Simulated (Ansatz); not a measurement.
The lowest singlet and triplet of NH (SMILES [NH]); geometries from B3LYP-D3(BJ)/def2-TZVP, each state relaxed from the structure named, with no frequency check, low spin by broken symmetry.
Singlet (charge 0, multiplicity 1):
```
atom   x (Å)   y (Å)    z (Å)
----  ------  ------  -------
N     0.0000  0.0000  -0.1302
H     0.0000  0.0000   0.9113
```

```csv
level,"gap E(singlet) − E(triplet), vertical, at the singlet's geometry (kJ/mol)",cost
R-HF/cc-pVQZ,279.3,-
U-r2SCAN/def2-TZVPP (spin-contaminated),48.6,×4
U-BHLYP/def2-TZVPP (spin-contaminated),54.6,×2
R-wB97X-V/def2-TZVPP,201.9,×2
R-wB97M-V/def2-TZVPP,197.3,×2
R-B2PLYP/def2-TZVPP,214.6,×1
R-SCS-MP2/cc-pVTZ,203.6,-
R-CCSD/cc-pVDZ,211.3,-
R-CCSD/cc-pVTZ,199.7,-
R-CCSD(T)/cc-pVQZ,182.3,×8
R-CCSDT/cc-pVQZ,157.9,-
R-CCSDT(Q)/cc-pVDZ,176.1,×4
"SA-CASSCF(6,5)/cc-pVTZ",185.4,-
"SA-CASSCF(6,5)/cc-pVQZ",183.5,-
"SC-NEVPT2 on SA-CASSCF(6,5)/cc-pVDZ",179.0,-
"FIC-NEVPT4(SD) on SA-CASSCF(6,5)/cc-pVQZ",154.7,-
"FIC-MRCISD+Q on SA-CASSCF(6,5)/cc-pVDZ",175.9,-
"FIC-MRCISD+Q on SA-CASSCF(6,5)/cc-pVTZ",159.4,-
"FIC-MRCISD+Q on SA-CASSCF(6,5)/cc-pVQZ",153.8,-
FCI/cc-pVDZ,176.4,×3
```

The rows run from 48.6 (U-r2SCAN/def2-TZVPP (spin-contaminated)) to 279.3 kJ/mol (R-HF/cc-pVQZ). The 3 R-functionals in def2-TZVPP without D3 or D4 span 17.3, from R-wB97M-V to R-B2PLYP.

A positive gap puts the triplet lower; no zero-point energy. R- takes a restricted singlet, here one determinant of a half-filled degenerate or near-degenerate pair, which mixes singlet states. U- takes an unrestricted singlet (broken symmetry where lower, unprojected). The triplet is unrestricted in single-reference levels. Active spaces average the two states.

Frozen-core correlation.

Doubts at one or more of the structures used: a restricted determinant that unrestricted orbitals would lower (R-HF/cc-pVQZ, R-wB97X-V/def2-TZVPP, R-wB97M-V/def2-TZVPP, R-B2PLYP/def2-TZVPP, R-SCS-MP2/cc-pVTZ, R-CCSD/cc-pVDZ, R-CCSD/cc-pVTZ, R-CCSD(T)/cc-pVQZ, R-CCSDT/cc-pVQZ, R-CCSDT(Q)/cc-pVDZ); other coupled-cluster roots lie near (R-CCSDT/cc-pVQZ, R-CCSDT(Q)/cc-pVDZ).

The values were computed with Ansatz (an electronic-structure program). Each number belongs to the level named beside it.

Costs are rough ratios of core time to R-PBE/def2-TZVPP (about 1.1 s over the structures, on one shared machine); a dash marks a level with no comparable run of its own.
